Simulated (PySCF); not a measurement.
Gas-phase reaction: 2 GeHCl + H = GeH3 + GeCl2

Method: PySCF energies plus ideal-gas RRHO corrections (1 bar). † marks an energy on the PBE0/def2-TZVP geometry and frequencies; other levels use their own. CCSD(T) freezes the core. 6-31G* has spherical d functions here. Open shells (unrestricted): H (multiplicity 2), GeH3 (multiplicity 2); the rest are closed-shell singlets. B3LYP is the form with VWN-RPA correlation. Ge: all electrons, no relativistic terms. GeHCl, GeH3: computed as isolated molecules; such fragments, hydroxides, amides, oligomers or adducts are transient or little studied in the gas. CCSD(T) isn't extrapolated to the basis-set limit.

```
level                ΔH°(298 K), kJ
-------------------  --------------
B3LYP/6-31G*                    ___
CCSD(T)/def2-TZVPP†            -269
HF/6-31G*                       ___
HF/def2-TZVP†                  -234
PBE0/def2-QZVP†                -267
LDA/def2-TZVP†                  ___
```

### Question
Some entries are withheld; supply them.

### Answer

- B3LYP/6-31G*, ΔH°(298 K), kJ: -253
- HF/6-31G*, ΔH°(298 K), kJ: -227
- LDA/def2-TZVP†, ΔH°(298 K), kJ: -293
